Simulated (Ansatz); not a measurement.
CH₅BFGaO, SMILES `FCB[O][GaH2]` at its PBE0-D4/def2-TZVP geometry, where that method's forces vanish. The species carries charge 0 and has multiplicity 1.

| atom | x (Å) | y (Å) | z (Å) |
| --- | --- | --- | --- |
| F1 | 0.584 | -0.755 | 0.907 |
| C2 | 0.139 | -1.222 | -0.384 |
| B3 | -0.509 | 0.000 | -1.171 |
| O4 | -0.544 | 1.179 | -0.575 |
| Ga5 | 0.150 | 1.371 | 1.133 |
| H6 | -0.559 | -2.037 | -0.175 |
| H7 | 1.026 | -1.641 | -0.865 |
| H8 | -0.944 | -0.186 | -2.279 |
| H9 | -0.933 | 1.330 | 2.253 |
| H10 | 1.592 | 1.962 | 1.155 |

(1) For each bond, give half the difference of the two atoms' forces along it (eV/Å; positive pushes the atoms apart) under PBE-D4, r2SCAN-D4, B3LYP-D4, ωB97M-V in def2-TZVPP. (Best estimate.)

Results:

(1) Computed: 
```
   bond  length (Å)  PBE-D4  r2SCAN-D4  B3LYP-D4  ωB97M-V
  F1–C2       1.443    0.49       0.43      0.42     0.27
  C2–B3       1.592   -0.27      -0.13      0.04     0.09
  C2–H6       1.093    0.12      -0.05     -0.13    -0.13
  C2–H7       1.093    0.12      -0.05     -0.13    -0.13
  B3–O4       1.321    0.45       0.23      0.07     0.11
  B3–H8       1.205   -0.06      -0.08     -0.18    -0.20
 O4–Ga5       1.854    0.26      -0.01      0.22     0.09
 Ga5–H9       1.558   -0.04      -0.08     -0.08    -0.11
Ga5–H10       1.558   -0.04      -0.08     -0.08    -0.11
```

B3LYP here is the variant with VWN-RPA as its local correlation; programs differ in this.
